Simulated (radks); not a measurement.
Cr III, configuration [Ne] 3s1 3p6 3d5 (not the ground configuration). Calculated with a radial shooting solver on a logarithmic mesh with Libxc functionals: scalar-relativistic Kohn-Sham, PBE, spin-polarised, spherical densities, point nucleus; open shells are filled with parallel spins first.

Local quantities along the radius. ELF = 1/(1 + alpha^2) is the electron localisation function; alpha = (tau - tau_W)/tau_unif compares the Pauli kinetic energy density with that of the uniform gas (summed over spins); s = |grad rho|/(2 (3 pi^2)^(1/3) rho^(4/3)) is the reduced gradient. tau is taken from the large components.

r (bohr)    ELF    alpha       s
0.002672  1.000  0.01554  0.4645
0.003424  1.000  0.01599  0.4511
0.004352  1.000  0.01674  0.4433
0.005578  1.000  0.01793  0.4402
0.007147  1.000  0.01971  0.4419
0.009159  1.000  0.02238  0.4488
0.01174   0.999  0.02644  0.4613
0.01492   0.999  0.03259  0.4799
0.01912   0.998  0.04300  0.5075
0.0245    0.996  0.06138  0.5460
0.0314    0.991  0.09653  0.5983
0.04024   0.972   0.1702  0.6661
0.05115   0.902   0.3295  0.7404
0.06555   0.672   0.6988  0.7914
0.08399   0.363    1.326  0.7222
0.1076    0.281    1.599  0.4864
0.1368    0.449    1.109  0.3127
0.1753    0.711   0.6371  0.3296
0.2247    0.823   0.4632  0.4650
0.2879    0.776   0.5379  0.6671
0.369     0.423    1.169  0.8427
0.4691    0.177    2.158  0.5918
0.6011    0.406    1.210  0.2454
0.7703    0.720   0.6236  0.3430
0.9871    0.760   0.5625  0.5604
1.265     0.648   0.7369  0.8456
1.608     0.412    1.193   1.242
2.061     0.171    2.198   1.885
2.641     0.051    4.322   3.050
3.384     0.010    10.04   5.702
4.336     0.001    32.94   13.26

On this mesh the ELF has minima near r = 0.11, 0.47 bohr, which separate the shells, and maxima near 0.25 (0.82), 0.87 (0.76).
